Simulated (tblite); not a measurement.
Parent: `[CH2:1]=[CH:2][Si@H:3]([OH:4])[SiH2:5][NH:6][CH3:7]` with C1–C2–Si3–O4 -152°, C2–Si3–O4–H -58°, C2–Si3–Si5–N6 -49°, Si3–Si5–N6–C7 179°, C3H11NOSi2.

Structures optimised with GFN2-xTB, isolated species. One conformer each, not checked by frequencies here.

```json
{"coordinate of the parent": "C1=C2", "value": "1.324 Å"}
{"coordinate of the parent": "C2–Si3", "value": "1.892 Å"}
{"coordinate of the parent": "Si3–O4", "value": "1.637 Å"}
{"coordinate of the parent": "Si3–Si5", "value": "2.299 Å"}
{"coordinate of the parent": "Si5–N6", "value": "1.719 Å"}
{"coordinate of the parent": "N6–C7", "value": "1.440 Å"}
{"coordinate of the parent": "C1–C2–Si3", "value": "125.3°"}
{"coordinate of the parent": "C2–Si3–O4", "value": "109.4°"}
{"coordinate of the parent": "C2–Si3–Si5", "value": "112.1°"}
{"coordinate of the parent": "O4–Si3–Si5", "value": "109.3°"}
{"coordinate of the parent": "Si3–Si5–N6", "value": "106.5°"}
{"coordinate of the parent": "Si5–N6–C7", "value": "122.4°"}
```

**Question.** How does the shared frame change in `[CH2:1]=[C:2]([O:3][CH3:4])[Si@H:5]([OH:6])[SiH2:7][NH:8][CH3:9]` with C1–C2–O3–C4 -1°, C1–C2–Si5–O6 164°, C2–Si5–O6–H 29°, C2–Si5–Si7–N8 -149°, Si5–Si7–N8–C9 -55°, C4H13NO2Si2? Atoms pair as C1 = C1, C2 = C2, Si3 = Si5, O4 = O6, Si5 = Si7, N6 = N8, C7 = C9 (parent first).

**Answer.** 
| parent | relative | value in the relative | change |
| --- | --- | --- | --- |
| C1=C2 | C1=C2 | 1.327 Å | +0.003 |
| C2–Si3 | C2–Si5 | 1.903 Å | +0.011 |
| Si3–O4 | Si5–O6 | 1.633 Å | -0.004 |
| Si3–Si5 | Si5–Si7 | 2.300 Å | +0.001 |
| Si5–N6 | Si7–N8 | 1.722 Å | +0.003 |
| N6–C7 | N8–C9 | 1.444 Å | +0.004 |
| C1–C2–Si3 | C1–C2–Si5 | 125.0° | -0.3 |
| C2–Si3–O4 | C2–Si5–O6 | 107.6° | -1.8 |
| C2–Si3–Si5 | C2–Si5–Si7 | 112.6° | +0.5 |
| O4–Si3–Si5 | O6–Si5–Si7 | 106.1° | -3.2 |
| Si3–Si5–N6 | Si5–Si7–N8 | 106.8° | +0.3 |
| Si5–N6–C7 | Si7–N8–C9 | 123.8° | +1.4 |

Of the parent's bonds, C2–Si3 changes most (+0.011 Å). Bonds of the relative outside the shared frame: C2–O3 1.372, O3–C4 1.406 Å. Point group C1 → C1.

The numbers are calculated, not measured.
